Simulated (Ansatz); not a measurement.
`[AlH2][CH2][SiH2][SiH3]`. The species carries charge 0 and has multiplicity 1.

Cartesian coordinates in Å:
```
Al 1.6251 -0.4336 0.5569
C 0.9483 1.0118 -0.6132
Si -0.8722 1.1404 -0.2532
Si -1.3872 -1.1233 0.0752
H 2.5165 -1.6026 -0.0458
H 1.5193 -0.2072 2.1277
H 1.1080 0.7435 -1.6623
H 1.4539 1.9640 -0.4246
H -1.7352 1.7505 -1.3038
H -1.1278 1.8491 1.0302
H -1.6513 -1.8943 -1.1681
H -0.0435 -1.6772 0.5519
H -2.3539 -1.5211 1.1292
```

(1) List the harmonic frequencies (cm⁻¹, unscaled) at PBE0-D4/def2-TZVP in Ansatz. (An estimate is asked.)

(2) Is this a minimum?

(3) Give the ideal-gas thermochemistry at 298.15 K and 1 bar (rigid rotor, harmonic oscillator; point group C1, symmetry number 1).

(4) And at 400, 500, 600, 800 and 1000 K?

(5) Rotational constants (cm⁻¹)?

Results:

(1) Ansatz gave: 84, 92, 163, 219, 340, 392, 414, 430, 490, 532, 585, 599, 649, 715, 738, 752, 796, 890, 911, 929, 939, 962, 1007, 1377, 1903, 1911, 2010, 2198, 2216, 2226, 2243, 3060, 3121.

(2) Yes, all 33 modes are real.

(3) Zero-point energy 214.7 kJ/mol; H(298) − E = 239.1 kJ/mol; entropy 366.1 J/(mol·K), of which translation 166.8, rotation 114.8, vibration 84.5; G(298) − E = 129.9 kJ/mol. Modes under 100 cm⁻¹ are hindered rotations or soft bends, so the harmonic entropy is rough.

(4) 
| T (K) | H − E (kJ/mol) | S (J/mol/K) | G − E (kJ/mol) |
| --- | --- | --- | --- |
| 400 | 254.6 | 410.7 | 90.3 |
| 500 | 272.4 | 450.3 | 47.2 |
| 600 | 292.1 | 486.2 | 0.4 |
| 800 | 335.9 | 549.1 | -103.3 |
| 1000 | 384.2 | 602.8 | -218.7 |

(5) 0.1237, 0.08375, 0.05527.
